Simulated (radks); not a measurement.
Problem. All-electron atom: neutral rhodium in [Kr] 4d8 5s1. All-electron calculation, scalar-relativistic Kohn-Sham, PBE, spin-unpolarised, spherical densities, finite nucleus; Fermi nuclear charge, rms radius 4.4945 fm. Program: a radial shooting solver on a logarithmic mesh with Libxc functionals. Some entries of the table are withheld. Estimate them.

orbital  occ.  eigenvalue (hartree)  <r> (bohr)
1s          2             -846.6285     0.03263
2s          2             -122.7413      0.1419
2p          6                   (1)      0.1237
3s          2             -21.93320      0.3907
3p          6             -17.74465      0.3905
3d         10             -11.04708      0.3704
4s          2              -3.03151      0.9803
4p          6              -1.85295       1.082
4d          8              -0.21831         (2)
5s          1              -0.15803       3.306

Solution. 
(1) 2p eigenvalue (hartree): -110.0025
(2) 4d <r> (bohr): 1.592
